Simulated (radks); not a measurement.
Results of a calculation; reference values are marked as such.
N3+, configuration 2s2 3d2 (not the ground configuration). Code: a radial shooting solver on a logarithmic mesh with Libxc functionals. Model: Dirac Kohn-Sham, exchange-only LDA, spin-unpolarised, spherical densities, finite nucleus; open shells fill j = l - 1/2 first; Fermi nuclear charge, rms radius 2.5582 fm.

Unscreened Slater integrals over Kohn-Sham orbitals (eV). Large and small components are both included. Empty in this configuration: 3d5/2.

\begin{tabular}{lr}
integral & value \\ \hline
F0(3d3/2,3d3/2) & 11.651 \\
F2(3d3/2,3d3/2) & 5.8905 \\
F0(3d3/2,2s1/2) & 14.858 \\
G2(3d3/2,2s1/2) & 3.5609 \\
F0(3d3/2,3d5/2) & 11.650 \\
F2(3d3/2,3d5/2) & 5.8901 \\
G2(3d3/2,3d5/2) & 5.8893 \\
G4(3d3/2,3d5/2) & 3.7776 \\
F0(2s1/2,2s1/2) & 27.058 \\
F0(2s1/2,3d5/2) & 14.855 \\
G2(2s1/2,3d5/2) & 3.5593 \\
F0(3d5/2,3d5/2) & 11.649 \\
F2(3d5/2,3d5/2) & 5.8896 \\
F4(3d5/2,3d5/2) & 3.7778 \\
\end{tabular}
